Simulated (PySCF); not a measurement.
**Working out the electron affinity of Ga**

Ga⁻ [Ar] 3d10 4s2 4p2 (3P) → Ga [Ar] 3d10 4s2 4p1 (2P). All numbers are calculated (PySCF 2.14, no relativity, point nucleus, in def2-TZVPPD (7s5p5d1f, 54 functions)). Frozen: [Ne]. Energies in hartree (1 hartree = 27.21139 eV):

```
            part   Ga⁻ (lower)    Ga (upper)
             UHF  -1923.208477  -1923.223747
CCSD correlation     -0.316712     -0.304839
             (T)     -0.010723     -0.009653
```

What does Hartree-Fock give?

(-1923.223747) − (-1923.208477) = -0.015270 hartree = -0.416 eV.

What do CCSD and CCSD(T) give?

The CCSD correlation energies differ by 0.011873 hartree = 0.323 eV and the triples by 0.001070 hartree = 0.029 eV, so CCSD gives -0.093 eV and CCSD(T) -0.064 eV.

A first-order spin-orbit estimate adds -0.015 eV to CCSD(T) (valence and next inner shell), giving -0.079 eV against 0.301 eV (measured; photodetachment measurements, as compiled on the Wikipedia data page of electron affinities).

The calculation is non-relativistic.

What remains against the reference includes basis incompleteness, the frozen core and higher excitations.
